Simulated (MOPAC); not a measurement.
MOPAC input (AM1):

```
AM1 PRECISE GNORM=0.05 LET XYZ UHF MS=0.5 GEO-OK AUX(PRECISION=9) THREADS=1
BFI

B     0.78637400 1   -0.99326600 1    0.99886800 1
F     2.06680000 1   -1.12882800 1    0.85491000 1
I    -0.42515200 1    0.28539200 1   -0.23940600 1
```

From the output:

```
                                                       MOPAC v23.2.5 Linux

          FINAL HEAT OF FORMATION =        -59.69367 KCAL/MOL =    -249.75830 KJ/MOL

          COSMO AREA              =         96.08 SQUARE ANGSTROMS
          COSMO VOLUME            =         80.60 CUBIC ANGSTROMS

          GRADIENT NORM           =          0.03141          =       0.01813 PER ATOM
          IONIZATION POTENTIAL    =          8.847866 EV
          ALPHA SOMO LUMO (EV)    =         -8.848  1.033
          BETA  SOMO LUMO (EV)    =         -9.910  0.422
          NO. OF ALPHA ELECTRONS  =          9
          NO. OF BETA  ELECTRONS  =          8
          MOLECULAR WEIGHT        =        156.7129         POINT GROUP:  Cs

          MOLECULAR DIMENSIONS (Angstroms)

            Atom       Atom       Distance
            I     3    F     2     3.27061
            B     1    I     3     0.21276
            B     1    F     2     0.00000

          SCF CALCULATIONS        =         16

   ATOM   CHEMICAL          X               Y               Z
  NUMBER   SYMBOL      (ANGSTROMS)     (ANGSTROMS)     (ANGSTROMS)

     1       B          0.97082918  *  -0.78020734  *   0.70023454  *
     2       F          2.08265926  *  -1.29124244  *   1.04517342  *
     3       I         -0.48512331  *   0.28604996  *  -0.22586341  *

                             CARTESIAN COORDINATES

   1    B        0.970829182    -0.780207338     0.700234540
   2    F        2.082659255    -1.291242438     1.045173420
   3    I       -0.485123306     0.286049958    -0.225863410

           Empirical Formula: B F I  =     3 atoms

      MOLECULAR POINT GROUP   :   Cs

          ALPHA EIGENVALUES
 -52.41110 -30.29519 -21.43939 -17.34766 -17.30559 -15.38139 -10.36978 -10.36527
  -8.84787   1.03299   1.07585   5.25603

           BETA EIGENVALUES
 -52.15358 -28.96854 -20.94005 -17.26746 -17.25964 -14.02984  -9.91514  -9.91042
   0.42172   1.46680   1.61215   6.32801

              NET ATOMIC CHARGES AND DIPOLE CONTRIBUTIONS

  ATOM NO.   TYPE          CHARGE      No. of ELECS.   s-Pop       p-Pop
    1          B           0.197125        2.8029     1.65948     1.14340
    2          F          -0.094524        7.0945     1.86317     5.23135
    3          I          -0.102601        7.1026     1.98261     5.11999
 DIPOLE           X         Y         Z       TOTAL
 POINT-CHG.     0.213    -0.293     0.300     0.470
 HYBRID         1.460    -0.738     0.533     1.721
 SUM            1.673    -1.031     0.832     2.134

          ATOMIC ORBITAL ELECTRON POPULATIONS

     Atom    s        px        py        pz
    1  B   1.65948   0.53723   0.31765   0.28852
    2  F   1.86317   1.64321   1.78330   1.80484
    3  I   1.98261   1.61741   1.73125   1.77133

                    (SZ)    =    0.500000
                    (S**2)  =    0.755639

          ATOMIC ORBITAL SPIN POPULATIONS

    Atom   Total    s     px     py     pz
         Atomic
    1  B  0.2314  0.242  0.013 -0.015 -0.008
    2  F  0.0614  0.004  0.068 -0.002 -0.007
    3  I  0.7072  0.010  0.280  0.224  0.193

 **********************
 *                    *
 * JOB ENDED NORMALLY *
 *                    *
 **********************

 == MOPAC DONE ==
```

The geometry given is a B3LYP-D3(BJ)/def2-TZVP minimum.
